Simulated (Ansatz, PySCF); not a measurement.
GeF3Br, SMILES [F][Ge]([F])([Br])[F]. Atoms are numbered in the order given.

```xyz
5

F     -1.3790     0.7961     1.3051
Ge     0.0000     0.0000     0.6681
F      0.0000    -1.5923     1.3051
F      1.3790     0.7961     1.3051
Br     0.0000     0.0000    -1.5917
```

The structure is a stationary point at B3LYP-D3(BJ)/def2-SVP.

Two levels are set side by side: PBE-D3(BJ)/def2-SVP (Ansatz, an electronic-structure program) and B3LYP-D3(BJ)/def2-SVP (Ansatz). Each level has its own optimised geometry; the coordinates shown are those of the second. Frequencies come from the Hessian of PySCF at each geometry. Differences are taken from unrounded values.

| quantity | B3LYP-D3(BJ) |
|---|---|
| mean bond length (Å) | 1.851 |
| bond F1–Ge2 (Å) | 1.715 |
| bond Ge2–F3 (Å) | 1.715 |
| bond Ge2–F4 (Å) | 1.715 |
| bond Ge2–Br5 (Å) | 2.260 |
| highest harmonic wavenumber (cm⁻¹) | 772 |
| mean harmonic wavenumber (cm⁻¹) | 403 |
| zero-point energy (kcal/mol) | 5.18 |

Problem. What does PBE-D3(BJ) give, and how far is it from B3LYP-D3(BJ)? (Estimate from the structure and the level; the computed values follow.)

Solution. 
```
quantity                            PBE-D3(BJ)  PBE-D3(BJ) minus B3LYP-D3(BJ)
----------------------------------  ----------  -----------------------------
mean bond length (Å)                     1.863                          0.012
bond F1–Ge2 (Å)                          1.729                          0.014
bond Ge2–F3 (Å)                          1.729                          0.014
bond Ge2–F4 (Å)                          1.729                          0.014
bond Ge2–Br5 (Å)                         2.266                          0.006
highest harmonic wavenumber (cm⁻¹)         746                            -26
mean harmonic wavenumber (cm⁻¹)            388                            -15
zero-point energy (kcal/mol)              4.99                          -0.19
```

Exact exchange shortens and stiffens bonds; PBE has none. Differences between two approximate levels are no errors against the true value.
